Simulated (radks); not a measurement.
Spherical quantum dot in the effective-mass picture: electrons in a parabolic well V = omega^2 r^2 / 2 with omega = 0.0505, with a point charge +1 (a donor) at the centre, all in effective atomic units (hartree* = m*/eps^2 hartree, bohr* = eps/m* bohr), one dielectric constant everywhere. Method: non-relativistic Kohn-Sham, PBEsol, spin-polarised, spherical densities; computed with a radial shooting solver with Libxc functionals. Levels are named by radial order and angular momentum (1s, 1p, 1d, 2s, ...), and open shells are averaged over m.

N = 32, configuration 1s2 1p6 1d10 2s2 1f(up 7, down 5). This is the lowest configuration that the search found (a dilute case). Occupied levels:

level,occupation,eigenvalue (hartree*),<r> (bohr*)
1s down,1,1.9062,2.801
1s up,1,1.9066,2.754
2s up,1,1.9356,15.92
2s down,1,1.9363,15.15
1p up,3,1.9395,16.54
1p down,3,1.9404,15.87
1d up,5,1.9478,17.66
1d down,5,1.9494,17.26
1f up,7,1.9583,18.50
1f down,5,1.9604,18.27

Energy (hartree*): total 35.2554, kinetic 1.2120, external 9.0317, Hartree 27.943, exchange-correlation -2.9309.
